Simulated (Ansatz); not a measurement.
Reaction (redistribution): `F[SiH2][TeH]` + `O[SiH2]N[SiH](O)O` → `O[SiH](O)N[SiH2]F` + `O[SiH2][TeH]`

Isolated molecules relaxed with PBE0-D4/def2-TZVP in Ansatz; ΔE leaves out vibrations. CCSD(T)/CBS adds triple-zeta CCSD(T) − MP2 to the extrapolated MP2 energy (def2 sets, frozen cores). def2 core potentials past Kr. For Te outer-core shells are correlated without core-valence functions, which leaves a few kJ/mol of doubt a bond. One conformer a species, not always the lowest.

```tsv
species	CCSD(T)/CBS(def2) energy (Eh)
`F[SiH2][TeH]`	-658.47489
`O[SiH2]N[SiH](O)O`	-862.82300
`O[SiH](O)N[SiH2]F`	-886.85491
`O[SiH2][TeH]`	-634.44375
```

Task: Work out ΔE.

Result: ΔE = (-886.85491) + (-634.44375) − (-658.47489) − (-862.82300) = -0.00077 Eh = -0.02 eV.

Largest T1 diagnostic among the species: 0.012.

In def2-TZVPP, CCSD(T) changes the Hartree–Fock value by +0.04 eV (the triples alone add +0.01 eV) and MP2 by +0.04 eV.
